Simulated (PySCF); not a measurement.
Level of theory: core-valence-separated Tamm–Dancoff BHandHLYP/aug-pcX-1 (pcseg-1 on H) in PySCF, non-relativistic, gas phase, PBE0-D3(BJ)/def2-SVP geometry. The energies are unshifted.

Main lines of an unknown, eV (oscillator strength): C K: 282.9 (0.054), 283.1 (0.072), 285.4 (0.078), 286.9 (0.020), 287.6 (0.021); N K: 396.7 (0.051), 396.9 (0.131). Listed: the first five lines at most of each edge with a tenth or more of its strongest line's intensity; roots within 0.03 eV on the same or equivalent atoms are summed. Only the lowest roots were sought, and the top ones are left out.

Question: Which candidate gives them?
A. `FC1=CN=NN=C1`
B. `Fc1ccnnn1`

Answer: B. 

- `Fc1ccnnn1`: C K: 282.9 (0.054), 283.1 (0.072), 285.4 (0.078), 286.9 (0.020), 287.6 (0.021); N K: 396.7 (0.051), 396.9 (0.131). First C line listed at 282.9 eV, hole on the aromatic CH carbon (1s→π*); first N line listed at 396.7 eV, hole on the pyridine-type nitrogen (1s→π*).
- `Fc1cnnnc1`: C K: 283.3 (0.127), 284.9 (0.074), 287.7 (0.047), 288.5 (0.046); N K: 396.6 (0.125), 397.0 (0.075). First C line listed at 283.3 eV, hole on the aromatic CH next to a ring nitrogen (1s→π*); first N line listed at 396.6 eV, hole on the pyridine-type nitrogen (1s→π*).

One conformer each; other structures than these candidates weren't tested.
